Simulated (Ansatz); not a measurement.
Br₂, triplet, at a GFN2-xTB geometry (a higher spin typed on purpose: for a closed-shell molecule this is an excited state); PBE/def2-SVP (Ansatz, a program for electronic structure).

Here is a job for Ansatz.
Ansatz 0.2 input:
```yaml
crystal:
  periodic: [false, false, false]
  atoms:
    - {symbol: Br, position_ang: [-0.00000000, -0.00000000, -1.42665696]}
    - {symbol: Br, position_ang: [0.00000000, 0.00000000, 1.42665696]}
basis:
  gaussian:
    orbitals: def2-SVP
hamiltonian:
  xc: pbe
magnetization: {spin_polarized: true, initial_magnetization: 2}
```

Output, abridged:

```
Functional definition: PBE
690 factors; their error is unknown
mean field evaluation 1: about -140053.1342 eV, gradient 6.9e0 eV
mean field evaluation 2: about -140053.1311 eV, gradient 5.2e0 eV
mean field evaluation 4: about -140053.1879 eV, gradient 2.1e0 eV
mean field evaluation 8: about -140053.1988 eV, gradient 1.6e0 eV
mean field evaluation 16: about -140053.1342 eV, gradient 6.9e0 eV
mean field evaluation 32: about -140053.1111 eV, gradient 4.2e-2 eV
mean field evaluation 64: about -140053.1111 eV, gradient 3.5e-4 eV
mean field -140053.11107919 eV, -5146.8569007520 hartree, gradient 1.3e-5 eV, S^2 2.001160; 7 other end points of the search recorded, 0 dependent functions left out
reference -140053.11110253 eV, -5146.8569016096 hartree; 36, 34 occupied and 28, 30 virtual orbitals, 690 factors
Total energy: -140053.11110253 eV, -5146.8569016096 hartree
```
